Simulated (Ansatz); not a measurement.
`C=C(F)[SiH2][SeH]` + `OC1=NC1` → `[SeH]C1=NC1` + `C=C(F)[SiH2]O`  (formal exchange of groups at the Se–Si bond)

Program: Ansatz. Geometries: PBE0-D4/def2-TZVP. ΔE: electronic, gas phase. CCSD(T)/CBS adds triple-zeta CCSD(T) − MP2 to the extrapolated MP2 energy (def2 sets, frozen cores). Functionals use def2-TZVPP. B3LYP here is the variant with VWN-RPA as its local correlation; programs differ in this. For Se outer-core shells are correlated without core-valence functions, which leaves a few kJ/mol of doubt a bond. Scalar relativity is left out up to krypton. One conformer a species, not always the lowest.

`C=C(F)[SiH2][SeH]`:

```xyz
10

C     1.319    1.216   -0.094
C     0.896   -0.033    0.035
F     1.690   -0.944    0.635
Si   -0.764   -0.675   -0.551
Se   -2.026   -1.482    1.159
H     2.291    1.530    0.268
H     0.684    1.948   -0.575
H    -1.422    0.454   -1.252
H    -0.583   -1.838   -1.452
H    -2.084   -0.176    1.829
```

`OC1=NC1`:

Cartesian coordinates in Å:
```
O -1.632 -0.333 -0.019
C -0.348 -0.121 0.164
N 0.550 -0.193 1.024
C 0.876 0.307 -0.417
H -2.011 -0.660 0.810
H 1.461 -0.365 -1.040
H 1.103 1.365 -0.521
```

`[SeH]C1=NC1`:

Cartesian coordinates in Å:
```
Se 1.051 0.805 1.719
C -0.200 0.231 0.471
N -1.441 0.185 0.321
C -0.557 -0.369 -0.791
H 2.190 0.386 0.895
H -0.538 -1.449 -0.908
H -0.504 0.213 -1.707
```

`C=C(F)[SiH2]O`:

Cartesian coordinates in Å:
```
C 0.839 -1.452 0.074
C 0.733 -0.217 0.535
F 1.680 0.263 1.377
Si -0.630 1.014 0.142
O -1.616 0.405 -1.025
H 0.072 -1.836 -0.587
H 1.665 -2.098 0.348
H -1.473 1.239 1.337
H 0.019 2.285 -0.277
H -1.289 0.398 -1.925
```

```tsv
level	ΔE (kJ/mol)	difference from CCSD(T)/CBS
PBE-D4	-28.0	16.5
ωB97M-V	-37.9	6.6
B2PLYP	-45.6	-1.1
PBE0	-28.0	16.5
B3LYP	-41.6	2.9
MP2/def2-TZVPP	-51.1	-6.6
SCS-MP2/def2-TZVPP	-53.2	-8.7
CCSD/def2-TZVPP	-46.2	-1.7
HF/CBS(def2)	-41.8	2.7
MP2/CBS(def2)	-49.5	-5.0
CCSD(T)/CBS	-44.5	0
```

Largest T1 diagnostic among the species: 0.013.

In def2-TZVPP, CCSD(T) changes the Hartree–Fock value by −6.2 kJ/mol (the triples alone add +0.1 kJ/mol) and MP2 by −11.2 kJ/mol.
